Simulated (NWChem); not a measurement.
chlorotrifluoromethane (CClF3); SMILES FC(F)(Cl)F

Results from NWChem. The geometry was optimised at PBE0/def2-SVP.

Problem. What does the run give for BLYP/def2-TZVPD? Quantities: highest occupied level (eV); orbital gap (eV); dipole (D).

Solution. 
```json
{
 "highest occupied level (eV)": "-8.37",
 "orbital gap (eV)": "7.05",
 "dipole (D)": "0.26"
}
```
